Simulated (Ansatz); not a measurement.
Isolated molecules relaxed with PBE0-D4/def2-TZVP in Ansatz; ΔE leaves out vibrations. CBS: MP2 limit from def2 TZ/QZ plus the TZ coupled-cluster correction, frozen cores. DFT in def2-TZVPP. Each species was taken in one conformer, which may not be the lowest.

`C[SiH](N)O[SiH3]` + `F[CH]([AlH2])[SiH3]` → `N[SiH]([SiH3])O[SiH3]` + `C[CH](F)[AlH2]`  (redistribution)

(1) Is it downhill or uphill in electronic energy at CCSD(T)/CBS, and by how much? (Estimate.)

(2) What do these levels give: PBE-D4, PBE0-D4, ωB97X-V, ωB97M-V, PBE, r2SCAN, PBE0, MP2/def2-TZVPP, SCS-MP2/def2-TZVPP, HF/def2-QZVPP, HF/CBS(def2), CCSD/CBS(def2)? (Estimate.)

Largest T1 diagnostic among the species: 0.012.

## Answers

(1) The calculation gave: Uphill: ΔE = +44.5 kJ/mol.

(2) The calculation gave: PBE-D4 33.3, PBE0-D4 35.9, ωB97X-V 40.8, ωB97M-V 50.1, PBE 33.3, r2SCAN 44.3, PBE0 36.2, MP2/def2-TZVPP 49.6, SCS-MP2/def2-TZVPP 47.1, HF/def2-QZVPP 44.4, HF/CBS(def2) 44.5, CCSD/CBS(def2) 44.6 kJ/mol.
